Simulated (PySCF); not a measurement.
How far are cheaper levels from CCSD(T)/CBS for SbF?

PySCF; the state is a triplet (π ↑↑). The composite is CCSD(T) extrapolated to the basis-set limit from two correlation-consistent sets, with core-valence (CV) and scalar-relativistic (SR) terms as its label shows; it has no spin–orbit coupling and nothing beyond (T). Here it is CCSD(T)/CBS(DT). It gives Re = 1.916 Å, ωe = 611 cm⁻¹ and De = 4.12 eV to Sb + F.

```json
{"level": "UHF", "basis": "def2-TZVPP", "relativity": "scalar-relativistic core potentials", "Re (Å)": "1.895", "ωe (cm⁻¹)": "653", "De (eV)": "2.18"}
{"level": "UHF-SCS-MP2", "basis": "x2c-SVPall", "relativity": "spin-free X2C", "Re (Å)": "1.950", "ωe (cm⁻¹)": "624", "De (eV)": "3.44"}
{"level": "UHF-CCSD", "basis": "def2-SVP", "relativity": "scalar-relativistic core potentials", "Re (Å)": "1.952", "ωe (cm⁻¹)": "625", "De (eV)": "3.20"}
{"level": "UHF-CCSD", "basis": "def2-SVPD", "relativity": "scalar-relativistic core potentials", "Re (Å)": "1.972", "ωe (cm⁻¹)": "593", "De (eV)": "3.66"}
{"level": "UHF-CCSD", "basis": "def2-TZVPP", "relativity": "scalar-relativistic core potentials", "Re (Å)": "1.913", "ωe (cm⁻¹)": "629", "De (eV)": "3.70"}
{"level": "PW91", "basis": "cc-pVDZ-PP/cc-pVDZ", "relativity": "scalar-relativistic core potentials", "Re (Å)": "1.971", "ωe (cm⁻¹)": "597", "De (eV)": "4.27"}
{"level": "TPSSh", "basis": "def2-TZVPP", "relativity": "scalar-relativistic core potentials", "Re (Å)": "1.930", "ωe (cm⁻¹)": "603", "De (eV)": "4.18"}
{"level": "HSE06", "basis": "cc-pVDZ-PP/cc-pVDZ", "relativity": "scalar-relativistic core potentials", "Re (Å)": "1.952", "ωe (cm⁻¹)": "624", "De (eV)": "3.77"}
{"level": "HSE06", "basis": "def2-TZVPPD", "relativity": "scalar-relativistic core potentials", "Re (Å)": "1.926", "ωe (cm⁻¹)": "605", "De (eV)": "4.14"}
{"level": "B2PLYP", "basis": "def2-TZVPPD", "relativity": "scalar-relativistic core potentials", "Re (Å)": "1.935", "ωe (cm⁻¹)": "594", "De (eV)": "4.20"}
```

Q: Give the difference of each row from the composite.

A: 

| level | basis | ΔRe (pm) | Δωe (%) | ΔDe (eV) |
| --- | --- | --- | --- | --- |
| UHF | def2-TZVPP | -2.1 | +6.9 | -1.94 |
| UHF-SCS-MP2 | x2c-SVPall | +3.4 | +2.1 | -0.68 |
| UHF-CCSD | def2-SVP | +3.6 | +2.3 | -0.92 |
| UHF-CCSD | def2-SVPD | +5.6 | -2.9 | -0.46 |
| UHF-CCSD | def2-TZVPP | -0.3 | +2.9 | -0.42 |
| PW91 | cc-pVDZ-PP/cc-pVDZ | +5.5 | -2.3 | +0.15 |
| TPSSh | def2-TZVPP | +1.4 | -1.3 | +0.06 |
| HSE06 | cc-pVDZ-PP/cc-pVDZ | +3.6 | +2.1 | -0.35 |
| HSE06 | def2-TZVPPD | +1.0 | -1.0 | +0.02 |
| B2PLYP | def2-TZVPPD | +1.9 | -2.8 | +0.08 |

Q: Which rows come closest in De?

A: HSE06 in def2-TZVPPD (+0.02 eV), counted from the composite.

Correlated steps freeze the inner cores (5 to 19 orbitals); shallow outer-core shells are correlated. Correlated levels converge slowly with the basis: in double zeta they bind strong bonds too weakly, by up to about 1 eV, and carry superposition errors of some tenths. Spin–orbit coupling is left out, which matters for elements this heavy, above all for dissociation energies. B2PLYP dipoles, levels and charges come from its SCF part alone. The state was picked by a PBE0 search and need not be the measured ground state.
